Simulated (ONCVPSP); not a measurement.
## tin: one change to an ONCV potential, before and after

ONCVPSP 4.0.1 input, shortened (lines: element, Z, core and valence counts, functional; n l f; lmax; l rc ep ncon nbas qcut; lloc lpopt rc5 dvloc0; l nproj debl; icmod fcfact rcfact), PBE, scalar-relativistic:

```
  Sn 50.00    7    3        4      upf
    1    0    2.00
    2    0    2.00
    2    1    6.00
    3    0    2.00
    3    1    6.00
    3    2   10.00
    4    0    2.00
    4    1    6.00
    4    2   10.00
    5    0    2.00
    3
    0    2.00    0.00    4    9    3.30
    1    1.00    0.00    4    8    8.60
    2    1.40    0.00    5    9   11.80
    3    1.65    0.10    4    7    6.90
    4    5    0.75    0.00
    0    2    1.10
    1    2    2.60
    2    2    0.50
    3    2    3.60
    3    6.00    1.20
```

In the p channel the program set the typed energies aside and used -3.938, 0.250 Ha. In the d channel the program set the typed energies aside and used -1.588, 0.250 Ha.

All-electron outer shells of the reference configuration (PBE, scalar-relativistic, ld1.x):

```json
{"shell": "4s", "level (eV)": "-151.39", "outermost node (bohr)": "0.40", "outermost maximum (bohr)": "0.74"}
{"shell": "4p", "level (eV)": "-107.15", "outermost node (bohr)": "0.41", "outermost maximum (bohr)": "0.79"}
{"shell": "4d", "level (eV)": "-43.21", "outermost node (bohr)": "0.39", "outermost maximum (bohr)": "0.88"}
{"shell": "5s", "level (eV)": "-26.09", "outermost node (bohr)": "0.98", "outermost maximum (bohr)": "1.94"}
```

Change: p: qcut 7.3.

Cutoffs: the cutoffs (Ha) at which the residual kinetic energy of the hardest occupied pseudo-wave falls to 1 and 0.1 mHa per electron; they do not see the model core or the augmentation charge, which bear on the density cutoff. Errors are all-electron minus pseudo energies relative to the spin-unpolarised reference configuration.

What does the change do?

The potential gets harder (128 Ha and 205 Ha → 180 Ha and 213 Ha); both files keep a bound ghost (s); the errors of the 4 common tests hardly move.

```tsv
quantity	base	changed
cutoff, loose	128 Ha	180 Ha
cutoff, tight	205 Ha	213 Ha
loose cutoff by channel	s 8.7 Ha, p 128 Ha, d 44 Ha	s 8.7 Ha, p 180 Ha, d 44 Ha
bound ghosts	s	s
GHOST(+) flags under 300 eV	s at 25.7 eV	s at 25.7 eV
error for 4p6 4d10 5s2 5p2, meV [ΔE -20.83 eV]	+5.5	+5.4
error for 4p6 4d10 5s2 5p1, meV [ΔE -13.95 eV]	+3.6	+3.6
error for 4p6 4d10 5s1, meV [ΔE 30.97 eV]	-10.0	-10.0
error for 4p5 4d10 5s2 5p2, meV [ΔE 76.69 eV]	-78	-83
s: phases at 2.03 bohr within 0.05 rad from the reference energy up to (Ha; the scan ends near 5)	0.9	0.9
p: phases at 1.01 bohr within 0.05 rad from the reference energy up to (Ha; the scan ends near 5)	to the end of the scan	to the end of the scan
d: phases at 1.42 bohr within 0.05 rad from the reference energy up to (Ha; the scan ends near 5)	to the end of the scan	to the end of the scan
f: phases at 1.68 bohr within 0.05 rad from the reference energy up to (Ha; the scan ends near 5)	4.7	4.7
rms error of d²Exc/dni dnj with the model core, mHa	1.71	1.65
```

 A true bound ghost makes a file unfit for plane-wave use even where its test errors are small: the radial tests pick states by their node count and pass the ghost by.
